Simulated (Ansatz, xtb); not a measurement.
## C4H7F2N: which of two isomers lies lower

We compare X, `[H]/N=C(\C)CC(F)F`, a singlet, with Y, `N[C@@H]1CCC1(F)F`, a singlet. Both are isolated molecules in the gas phase, relaxed with PBE-D3(BJ)/def2-SVP; the shapes shown needn't be the lowest conformers.

X (Å):

```xyz
14

C     0.9129    0.7186   -1.3075
C     0.0890    0.8609   -0.0513
C    -1.1346   -0.0360    0.0517
C    -2.3742    0.6539   -0.4968
F    -2.2073    0.9460   -1.8319
F    -3.4592   -0.1691   -0.3891
N     0.2872    1.6942    0.9054
H     1.7414    1.4524   -1.3419
H     0.2605    0.8570   -2.1946
H     1.3359   -0.3056   -1.3831
H     1.1227    2.2715    0.6985
H    -1.0061   -0.9872   -0.5037
H    -1.3252   -0.2612    1.1184
H    -2.5914    1.6077    0.0361
```

Y (Å):

```xyz
14

C    -0.0298    1.1471    0.5405
C     0.7610    0.8664   -0.7925
C     0.5349   -0.6548   -0.5761
C    -0.5893   -0.2856    0.4018
F    -1.8138   -0.2634   -0.2318
F    -0.7355   -1.0340    1.5269
N    -0.9977    2.1935    0.7114
H    -0.5539    3.1182    0.6760
H    -1.6904    2.1544   -0.0466
H     0.6816    1.1486    1.3937
H     0.1967    1.2459   -1.6675
H     1.8063    1.2260   -0.8471
H     1.3706   -1.1455   -0.0414
H     0.2307   -1.2702   -1.4433
```

Question: Estimate which is lower in electronic energy at CCSD(T)/def2-SVP + ΔMP2/def2-TZVPP, and by roughly how much.

Answer: The CCSD(T)/def2-SVP + ΔMP2/def2-TZVPP calculation puts structure X lower, by 9.8 kcal/mol.

The same difference at several levels:

```json
{"level": "GFN2-xTB", "geometry": "GFN2-xTB", "E(Y) − E(X) (kcal/mol)": "−1.3", "departure from the last row (kcal/mol)": "−11.0", "job, with rough time for the two": "optimisation, 0.11 s"}
{"level": "HF/STO-3G", "geometry": "GFN2-xTB", "E(Y) − E(X) (kcal/mol)": "−13.8", "departure from the last row (kcal/mol)": "−23.6", "job, with rough time for the two": "single point, 0.28 s"}
{"level": "r2SCAN-D4/def2-SVP", "geometry": "GFN2-xTB", "E(Y) − E(X) (kcal/mol)": "+7.9", "departure from the last row (kcal/mol)": "−1.9", "job, with rough time for the two": "single point, 3.1 s"}
{"level": "PBE-D3(BJ)/def2-SVP", "geometry": "PBE-D3(BJ)/def2-SVP", "E(Y) − E(X) (kcal/mol)": "+6.6", "departure from the last row (kcal/mol)": "−3.2", "job, with rough time for the two": "optimisation, 20 s"}
{"level": "HF/def2-SVP", "geometry": "PBE-D3(BJ)/def2-SVP", "E(Y) − E(X) (kcal/mol)": "+11.8", "departure from the last row (kcal/mol)": "+2.0", "job, with rough time for the two": "part of the CCSD(T) run"}
{"level": "MP2/def2-SVP", "geometry": "PBE-D3(BJ)/def2-SVP", "E(Y) − E(X) (kcal/mol)": "+9.3", "departure from the last row (kcal/mol)": "−0.4", "job, with rough time for the two": "part of the CCSD(T) run"}
{"level": "CCSD(T)/def2-SVP", "geometry": "PBE-D3(BJ)/def2-SVP", "E(Y) − E(X) (kcal/mol)": "+10.9", "departure from the last row (kcal/mol)": "+1.1", "job, with rough time for the two": "single point"}
{"level": "CCSD(T)/def2-SVP + ΔMP2/def2-TZVPP", "geometry": "PBE-D3(BJ)/def2-SVP", "E(Y) − E(X) (kcal/mol)": "+9.8", "departure from the last row (kcal/mol)": "", "job, with rough time for the two": "single point, 59 s"}
```

As drawn, Y has 1 C–N, 1 C–C, 1 N–H in place of 1 C=N, 1 C–H. Structure X has no ring, Y a 4-membered ring.

GFN2-xTB, HF/STO-3G put the two in the other order. The largest departure from CCSD(T)/def2-SVP + ΔMP2/def2-TZVPP is that of HF/STO-3G, 23.6 kcal/mol. The last row adds to CCSD(T) the change of the MP2 difference between the two basis sets, here −1.1 kcal/mol.

With thermal terms from frequencies at re-optimised GFN2-xTB minima (ideal gas, soft modes damped towards free rotors, one conformer each, 298.15 K, 1 atm): on the last row, ΔE + ΔZPE = +11.0, ΔH = +10.4, ΔG = +12.1 kcal/mol.

The correlated steps freeze 7 core orbitals. Mirror images aren't counted in ΔG. Programs: Ansatz 0.2.0, xtb 6.7.1; the last row on 4 threads of Arm Neoverse V2 on a shared host.
